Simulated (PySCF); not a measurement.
**BTe and its ions**

PBE0; B def2-SVPD, Te def2-SVPD with ECP28; scalar-relativistic core potentials (PySCF 2.14). Neutral (UKS): doublet (σ ↑), Re = 1.957 Å, ωe = 834 cm⁻¹, De = 4.08 eV, HOMO -7.44 eV, LUMO -3.60 eV.

BTe⁻ (UKS): singlet (closed shell), Re = 2.072 Å, ωe = 673 cm⁻¹, De = 4.28 eV to B + Te⁻. The energies at the minima are -292.72709 hartree for BTe and -292.80910 for BTe⁻.

Work out the adiabatic electron affinity, without and with harmonic zero-point energies (1 hartree = 27.2114 eV, 1 eV = 8065.5 cm⁻¹), and the change of the bond length.

At PBE0: 0.08201 hartree = 2.232 eV between the minima; the zero-point term (834.0 − 673.0)/2 cm⁻¹ = +0.010 eV makes it 2.242 eV. Re changes by +11.5 pm against the neutral. The electron enters a σ orbital; the charge polarises the partner, so the anion is bound more strongly.

Spin–orbit coupling is left out, which matters for elements this heavy, above all for dissociation energies. For an ion De counts to the pair picked by the measured ionisation energies or electron affinities, which need not be the lowest pair at this level. States were picked by a PBE0 search and need not be the measured ground states.
